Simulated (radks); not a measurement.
All-electron atom: the krypton ion Kr33+ in [He] 2s1. All-electron calculation, scalar-relativistic Kohn-Sham, BLYP, spin-polarised, spherical densities, finite nucleus; open shells are filled with parallel spins first; Fermi nuclear charge, rms radius 4.1884 fm. Program: a radial shooting solver on a logarithmic mesh with Libxc functionals.

Normalised radial functions P(r) = r R(r), r in bohr:

r	1s up	1s down	2s up
0.002481	1.0646	1.0644	0.3727
0.002982	1.2486	1.2484	0.4368
0.003613	1.4690	1.4687	0.5132
0.004378	1.7199	1.7196	0.5999
0.005305	2.0021	2.0017	0.6966
0.006428	2.3142	2.3138	0.8025
0.007788	2.6522	2.6517	0.9154
0.009362	2.9933	2.9928	1.0264
0.01134	3.3550	3.3545	1.1390
0.01374	3.7044	3.7039	1.2390
0.01665	4.0166	4.0162	1.3133
0.02018	4.2607	4.2603	1.3444
0.02445	4.4011	4.4010	1.3114
0.02939	4.4058	4.4059	1.1973
0.03561	4.2471	4.2474	0.9698
0.04315	3.9079	3.9085	0.6140
0.05228	3.3989	3.3996	0.1256
0.06335	2.7617	2.7623	-0.4769
0.07676	2.0667	2.0668	-1.1434
0.093	1.4001	1.3996	-1.7892
0.1118	0.8615	0.8604	-2.2864
0.1355	0.4505	0.4492	-2.5684
0.1641	0.1976	0.1967	-2.5339
0.1989	0.0701	0.0697	-2.1874
0.241	0.0192	0.0191	-1.6299
0.292	0.0039	0.0038	-1.0262
0.3509	0.0006	0.0006	-0.5476
0.4252	0.0001	0.0001	-0.2264
0.5152	0.0000	0.0000	-0.0709

1s up: eigenvalue -16901.8 eV, 0 radial nodes, <r> = 0.0412 bohr, 90 % of the charge inside 0.0736 bohr. 1s down: eigenvalue -16892.2 eV, 0 radial nodes, <r> = 0.0412 bohr, 90 % of the charge inside 0.0736 bohr. 2s up: eigenvalue -4059.7 eV, 1 radial node at r = 0.0546 bohr, <r> = 0.169 bohr, 90 % of the charge inside 0.257 bohr.
